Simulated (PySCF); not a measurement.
# Working out the ionisation energy of As+

As+ [Ar] 3d10 4s2 4p2 (3P) → As(2+) [Ar] 3d10 4s2 4p1 (2P). Computed with PySCF 2.14 in x2c-TZVPall (6s5p4d1f, 48 functions), with scalar relativity by spin-free X2C-1e. Frozen: [Ar] 3d10. Energies in hartree (1 hartree = 27.21139 eV):

```json
{"part": "UHF", "As+ (lower)": "-2258.663367", "As(2+) (upper)": "-2258.004112"}
{"part": "CCSD correlation", "As+ (lower)": "-0.067720", "As(2+) (upper)": "-0.052714"}
{"part": "(T)", "As+ (lower)": "-0.001576", "As(2+) (upper)": "-0.000689"}
```

Question: What does Hartree-Fock give?

Answer: (-2258.004112) − (-2258.663367) = 0.659255 hartree = 17.939 eV.

Question: What do CCSD and CCSD(T) give?

Answer: The CCSD correlation energies differ by 0.015006 hartree = 0.408 eV and the triples by 0.000887 hartree = 0.024 eV, so CCSD gives 18.347 eV and CCSD(T) 18.371 eV.

Reference: 18.589 eV (measured; NIST Atomic Spectra Database, ionization energies), between the lowest levels; spin-orbit coupling is absent from the calculation.

What remains against the reference includes basis incompleteness, the frozen core and higher excitations.
